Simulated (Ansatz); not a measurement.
Coupled-cluster diagnostics for the cluster NiO₂⁻, Ansatz.

Geometry of the doublet (PBE0-D4/def2-TZVPD):

```
atom   x (Å)   y (Å)   z (Å)
 Ni1  -0.519   0.080  -1.022
  O2   0.490   0.645   0.447
  O3   0.029  -0.725   0.574
```

Correlated methods freeze 7 core orbitals; core or outer-core shells of Ni are correlated, in sets that lack core-valence functions. The structure holds one bond between oxygen atoms, so isomers without such links may lie far lower. Another isomer (quartet) lies 2.33 eV lower at PBE0-D4/def2-TZVPD; other spin states weren't run for this one.

(1) Estimate the CCSD(T) correlation energy, the shares of MP2 and (T), T1 and the reference's ⟨S²⟩ for: charge -1, doublet, own geometry in def2-TZVPPD; and the rough time on 4 threads of Arm Neoverse V2 on a shared host.

Results:

(1) 
| state | basis | correlation (eV) | MP2 share (%) | (T) share (%) | T1 | ⟨S²⟩ (pure) | wall time | remarks |
| --- | --- | --- | --- | --- | --- | --- | --- | --- |
| charge -1, doublet, own geometry | def2-TZVPPD | -32.393 | 98.0 | 3.9 | 0.078 | 1.76 (0.75) | 49 s | flagged by the program, large T1, spin-contaminated |
Customary marks for T1 are 0.02 (closed shells), 0.045 (open shells) and about 0.05 (3d metals). T1 exceeds 0.02 in 1 of 1 rows and 0.045 in 1; the higher it lies, the less the single-reference result can be trusted.
